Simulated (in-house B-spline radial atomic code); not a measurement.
A run on an ion of nuclear charge 58 with 58.8 electrons that did not converge. Method: scalar-relativistic (X2C) B3LYP, spin-polarised, spherical fractional occupations, Fermi nucleus of rms radius 4.8771 fm; computed with a B-spline radial code for spherical atoms.

Command:
```bash
python run_scf.py task.json out
```
Settings (nuclear radius in fm, mass in u):
```
Z                58
configuration    [Xe] 4f1.8 5d1 6s2
hamiltonian      x2c
method           b3lyp
spin_polarised   True
nucleus          fermi
rms_radius       4.8771
atomic_mass      139.90545
speed_of_light   137.035999084
```

First and last ten iterations of the last attempt (damped for 15 steps, keeping 80 % of the old Fock matrix, then DIIS):
```
 iter        energy (Eh)    residual
    1       -8852.290198    4.62e-01
    2       -8852.229388    4.43e-01
    3       -8856.170680    2.80e-01
    4       -8858.114033    1.70e-01
    5       -8859.028855    9.92e-02
    6       -8859.440059    5.52e-02
    7       -8859.616788    3.06e-02
    8       -8859.689848    1.64e-02
    9       -8858.987539    7.64e-02
   10       -8859.571638    4.10e-02
  111       -8859.020981    7.14e-02
  112       -8858.485146    7.83e-02
  113       -8858.457691    7.83e-02
  114       -8859.009118    7.06e-02
  115       -8859.023677    6.97e-02
  116       -8859.036660    6.86e-02
  117       -8859.040356    6.82e-02
  118       -8859.040162    6.82e-02
  119       -8859.040799    6.81e-02
  120       -8859.687456    2.20e-02
 not converged after 120 iterations
```

The smallest residual met was 1.5e-02; the threshold is about 6e-07. No energy from this run should be used. The likely cause: this method binds the added charge weakly or not at all at the basis-set limit, so charge moves back and forth between the atom and the box. Run time, properties included: 5.1 s on 1 thread of Intel(R) Xeon(R) Platinum 8488C, with other jobs on the host.
